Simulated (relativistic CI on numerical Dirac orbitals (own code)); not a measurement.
# Radial parameters of Mn²⁺

These numbers are calculated, not measured: Dirac-Coulomb-Breit CI, separate exchange-only KLI orbitals for each configuration, a model potential for QED, valence Slater integrals scaled by 0.85, P86 correlation energy added to each configuration (own radial code, finite nucleus).

Slater integrals F^k, G^k are unscaled and averaged over j, outside the closed core [Ne] 3s2; ζ comes from projecting the Hamiltonian with its Breit term on Σ l·s of the shell.

- 3p⁶3d⁵: F^2(3d,3d) = 82711, F^4(3d,3d) = 51370, ζ(3d) = 299.53 cm⁻¹; <r>(3d) = 1.13, <r^2>(3d) = 1.628 (bohr units).
- 3p⁶3d⁴4s: F^2(3d,3d) = 88777, F^4(3d,3d) = 55387, ζ(3d) = 344.37, G^2(3d,4s) = 12127 cm⁻¹; <r>(3d) = 1.065, <r^2>(3d) = 1.433, <r>(4s) = 2.513, <r^2>(4s) = 7.159 (bohr units).
- 3p⁶3d⁴4p: F^2(3d,3d) = 89538, F^4(3d,3d) = 55905, ζ(3d) = 349.71, F^2(3d,4p) = 19916, G^1(3d,4p) = 8034.8, G^3(3d,4p) = 6929.3, ζ(4p) = 522.89 cm⁻¹; <r>(3d) = 1.057, <r^2>(3d) = 1.408, <r>(4p) = 2.978, <r^2>(4p) = 10.08 (bohr units).

(1) Give the Racah parameters of the d shell in 3p⁶3d⁵.

In this model ζ of a weakly bound d, f or g electron outside closed shells comes out too small, for d by up to a factor of two or three and at times with the wrong sign; that of an outer p electron is too small as well.

Correlation outside the listed configurations is missing or only estimated: errors of thousands of cm⁻¹ between configurations and terms are usual at this charge. Rates and lifetimes follow the computed energies and can be off by large factors. The fine structure of a lone outer electron comes out too small, for d and f at times inverted, and misplaced configurations move strength between like terms. 64 of the 66 excited levels that our extract of the measured tables holds in this range could be paired (the sources list more); they are missed by 877 cm⁻¹ on average and 2230 at most, and levels without a partner can miss by more. Some levels of the ground configuration have no partner and can miss by 10 % or more.

Averages of the first 10 configurations, taken without configuration mixing, which lowers the lowest level and can move excited configurations by several eV; other configurations of the list can lie among them:

```
Configuration  Parity  States  Average energy above the lowest level (eV)
       3p⁶3d⁵    even     252                                         5.7
     3p⁶3d⁴4s    even     420                                        12.0
     3p⁶3d⁴4p     odd    1260                                        17.8
    3p⁶3d³4s²    even     120                                        23.4
     3p⁶3d⁴4d    even    2100                                        25.1
     3p⁶3d⁴5s    even     420                                        25.3
     3p⁶3d⁴5p     odd    1260                                        27.3
   3p⁶3d³4s4p     odd    1440                                        28.7
     3p⁶3d⁴4f     odd    2940                                        29.5
     3p⁶3d⁴5d    even    2100                                        30.2
```

Results:

(1) B = F²/49 − 5F⁴/441 = 1106 cm⁻¹ and C = 35F⁴/441 = 4077 cm⁻¹; values fitted to spectra at such low charge are typically 15 to 30 % smaller.
